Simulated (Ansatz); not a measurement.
`CBC=S`. Total charge 0; spin multiplicity 1.

Cartesian coordinates in Å:
```
C 0.4535 -0.0096 1.1319
B 0.0577 0.4972 -0.2972
C -0.8847 -0.2793 -1.2234
S 0.2566 -1.0967 -2.0329
H 0.1933 -1.0507 1.3297
H -0.0851 0.6136 1.8594
H 1.5162 0.1393 1.3367
H 0.4461 1.5591 -0.6993
H -1.9536 -0.3729 -1.4048
```

Question: Give the diagnostics of a CCSD(T)/def2-TZVPP run (frozen core, the Gaussian-basis code of Ansatz). (Estimate.)

Answer: Ansatz gave: T1 = 0.0185, largest single amplitude 0.041, largest double 0.095, (T) share of the correlation energy 4.7 %, 12 CCSD cycles. The RHF solution is unstable towards an unrestricted one. T1 lies under the customary mark of 0.02 for closed shells.
